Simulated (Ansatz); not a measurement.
FeF3, relaxed as a doublet with UKS PBE-D4/def2-TZVP in Ansatz, starting from the GFN2-xTB geometry. Force threshold 0.02 eV/Å.

The charge 0 doublet is spin-contaminated (final ⟨S²⟩ up to 2.01, 0.75 for a pure state). The relaxation made no stability test and no search for a lower SCF solution. No other spin state of charge 0 was run. The structure comes from a short search, and lower isomers may exist.

Start:

Cartesian coordinates in Å:
```
Fe 0.047 -0.298 -0.032
F -0.243 1.516 0.162
F -0.959 -0.651 -1.261
F 1.154 -0.566 1.131
```

```
step  energy (eV)  largest force component (eV/Å)  SCF passes
   1  -42528.9035                           2.988         111
   2  -42529.2076                           2.021          47
   3  -42529.2833                           1.397          54
   4  -42529.4210                           0.136          59
   5  -42529.4247                           0.108          48
   6  -42529.4262                           0.026          46
   7  -42529.4262                           0.021          46
   8  -42529.4262                           0.004          40
```

Force components are those of the run's own axes.

End:

Cartesian coordinates in Å:
```
Fe 0.017 -0.105 -0.011
F -0.253 1.579 0.168
F -0.935 -0.779 -1.270
F 1.171 -0.695 1.113
```

By distances, no bond broke or formed. The bond that changes most is Fe1–F2, from 1.85 to 1.72 Å (atoms count from 1). The end is the same structure that another start reached, the lowest one found.

No frequencies were taken in this run, so the end may be a saddle point.

It took 11 s on 4 threads of Arm Neoverse V2 on a shared host.
